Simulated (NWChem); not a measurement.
MoO₃; SMILES [O]=[Mo](=[O])=[O]

```xyz
4

Mo     0.0000     0.0000     0.2239
O     -1.0546     1.2012    -0.3250
O     -0.5129    -1.5139    -0.3250
O      1.5675     0.3128    -0.3250
```
Atoms are numbered in this order, from 1.

Coordinates come from a PBE0/def2-SVP optimisation. def2 effective core potentials on Mo; no spin-orbit coupling.

List the 4 lowest vertical singlet excitations and the 4 lowest triplet ones from B3LYP/def2-SVP with def2 effective core potentials on Mo, full TDDFT (NWChem).


```
state  energy (eV)  oscillator strength  leading excitation (squared amplitude)
-----  -----------  -------------------  --------------------------------------
S1            2.35                0.000                      HOMO → LUMO (1.00)
S2            2.67                0.007                    HOMO−1 → LUMO (0.98)
S3            2.67                0.007                    HOMO−2 → LUMO (0.98)
S4            3.02                0.000                    HOMO−3 → LUMO (1.00)
T1            2.20       spin-forbidden                      HOMO → LUMO (0.98)
T2            2.26       spin-forbidden                    HOMO−1 → LUMO (0.97)
T3            2.26       spin-forbidden                    HOMO−2 → LUMO (0.97)
T4            2.72       spin-forbidden                    HOMO−3 → LUMO (0.96)
```
